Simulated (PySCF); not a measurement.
**Electric field gradients and quadrupole coupling constants**

Compound: C6H7O3PS.
Cartesian coordinates in Å at the GFN2-xTB level; atoms count from 1:
```
atom  x, y, z in Å
C1    -3.6414    0.9946   -0.4871
O2    -2.2717    0.6265   -0.4410
C3    -2.0170   -0.6670   -0.1507
O4    -2.8635   -1.4962    0.0562
C5    -0.5702   -0.8484   -0.1347
O6    -0.0329   -2.0352    0.1804
C7     1.2907   -1.9827    0.1476
C8     1.8296   -0.7700   -0.1925
S9     3.5575   -0.5085   -0.2876
C10    3.5659    1.2233   -0.8281
P11    0.5399    0.4238   -0.4996
H12   -4.1236    0.7769    0.4684
H13   -4.1563    0.4428   -1.2763
H14   -3.6616    2.0616   -0.6914
H15    1.8144   -2.8897    0.3907
H16    4.6053    1.5102   -0.9490
H17    3.0389    1.3048   -1.7754
H18    3.0872    1.8396   -0.0710
```

Field gradients from the PBE0/pcSseg-1 density (PySCF, non-relativistic), principal values in atomic units, ordered |Vxx| ≤ |Vyy| ≤ |Vzz|:

```json
{"atom": "O2", "Vxx": "-0.4308", "Vyy": "-1.3229", "Vzz": "1.7537"}
{"atom": "O4", "Vxx": "0.6893", "Vyy": "0.8945", "Vzz": "-1.5838"}
{"atom": "O6", "Vxx": "-0.6196", "Vyy": "-0.8210", "Vzz": "1.4406"}
{"atom": "S9", "Vxx": "0.4830", "Vyy": "2.4434", "Vzz": "-2.9264"}
```

Find the asymmetry η = (Vxx − Vyy)/Vzz and the couplings χ = eQV/h (234.96 MHz × Q in barn × V in au), with Q(17O) = −0.0256 b, Q(33S) = −0.0678 b.

```json
{"atom": "O2", "environment": "ester single-bonded oxygen", "nucleus": "17O", "η": "0.51", "χzz (MHz)": "-10.55", "χxx (MHz)": "2.59", "χyy (MHz)": "7.96"}
{"atom": "O4", "environment": "ester carbonyl oxygen", "nucleus": "17O", "η": "0.13", "χzz (MHz)": "9.53", "χxx (MHz)": "-4.15", "χyy (MHz)": "-5.38"}
{"atom": "O6", "environment": "furan-type oxygen", "nucleus": "17O", "η": "0.14", "χzz (MHz)": "-8.67", "χxx (MHz)": "3.73", "χyy (MHz)": "4.94"}
{"atom": "S9", "environment": "sulfide sulfur", "nucleus": "33S", "η": "0.67", "χzz (MHz)": "46.62", "χxx (MHz)": "-7.69", "χyy (MHz)": "-38.92"}
```

What is Vzz at S9 in SI units (1 au = 9.71736 × 10²¹ V/m²)?

-2.9264 au = -28.437 × 10²¹ V/m².

What couplings would deuterons (Q(2H) = 0.00286 b) have in place of the hydrogens, at this geometry?

```csv
atom,bonded to,bond length (Å),Vzz (au),η,χzz (kHz)
H12,C1,1.092,0.2948,0.10,198
H13,C1,1.092,0.2956,0.10,199
H14,C1,1.087,0.3073,0.08,207
H15,C7,1.075,0.3301,0.12,222
H16,C10,1.085,0.3167,0.05,213
H17,C10,1.087,0.3094,0.03,208
H18,C10,1.087,0.3090,0.03,208
```

Isolated species at its GFN2-xTB geometry (one conformer only). GFN2-xTB bond lengths can be off by several hundredths of an ångström, more for odd bonds, and the gradients follow them. The small basis limits the accuracy of the gradients.

These values come from a run that also computed NMR shieldings. Time: 63 s; peak memory 1.1 GiB. Hardware: one thread of an Arm Neoverse V1, no GPU, shared host.
